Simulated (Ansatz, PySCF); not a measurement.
Complex: H2O (SMILES O) (first 3 atoms) with CH2O (SMILES C=O); geometry from B3LYP-D3(BJ)/def2-TZVP.
(charge 0, multiplicity 1):
```
atom    x (Å)    y (Å)    z (Å)
----  -------  -------  -------
O     -0.1503   0.4376  -0.1146
H      0.4921   0.1685  -0.7793
H     -0.5236  -0.3821   0.2299
C     -0.0020   0.5721   2.6986
O     -0.4059  -0.5484   2.8593
H      1.0775   0.8120   2.6998
H     -0.6841   1.4276   2.5472
```

Interaction energies are E(AB) − E(A) − E(B) at the monomers' geometry in the complex; basis-set methods are counterpoise corrected.

Rows in 6-31G* carry no dispersion term and start afresh at each structure (6-31G* with six Cartesian d functions).

The values were computed with Ansatz (an electronic-structure program); PySCF for 6-31G* rows, the dispersion terms. 

### Question
One of these levels gives -117.0 meV for the interaction energy. Which one is it?
A) HF/6-31G*
B) BLYP-D4/def2-TZVPPD
C) PBE-D4/def2-TZVPPD
D) BLYP/def2-TZVPPD

### Answer
B, BLYP-D4/def2-TZVPPD. The others give -96.9 (HF/6-31G*), -132.1 (PBE-D4/def2-TZVPPD), -58.3 (BLYP/def2-TZVPPD)
